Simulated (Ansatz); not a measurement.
A made-up structure of BH3SeO, singlet:

```
atom    x (Å)    y (Å)    z (Å)
  B1  -0.7403   0.4289  -0.6549
  O2  -0.1923   0.0141   0.5006
 Se3   1.4830  -0.7004   0.4855
  H4  -0.1521   0.3376  -1.6984
  H5  -1.8413   0.8889  -0.5626
  H6  -0.6932  -0.2748   1.2794
```

It is relaxed with PBE-D4/def2-SVP and then PBE0-D4/def2-TZVP (Ansatz 0.2.0). Atoms count as bonded within 1.22 times the sum of their covalent radii (H–H: 0.88 Å). The end point is not checked to be a true minimum.

Does its bonding change? (Judge from chemistry; the calculation decides.)

The calculation gives: No: no bond forms or breaks.

Where it ends: The first stage lowers the energy by 0.65 eV in 7 steps. It ends as BH₃SeO ([BH2][OH][Se]):
B1  (-0.813, 0.444, -0.699)
O2  (-0.190, -0.080, 0.404)
Se3  (1.654, -0.852, 0.647)
H4  (-0.188, 0.463, -1.704)
H5  (-1.929, 0.831, -0.537)
H6  (-0.670, -0.111, 1.238)
(Å)

Labels in which every atom is bracketed show which atoms are joined, not bond orders.

For scale, one of the runs: PBE0-D4/def2-TZVP relaxation, 128 basis functions, launched by `ansatz run in.yaml --threads 2 --pin off --events-out ev --progress --plain --max-ram 4352MiB`. Hardware: 2 CPU threads of an Arm Neoverse V2, shared host. Wall time about 19 s.
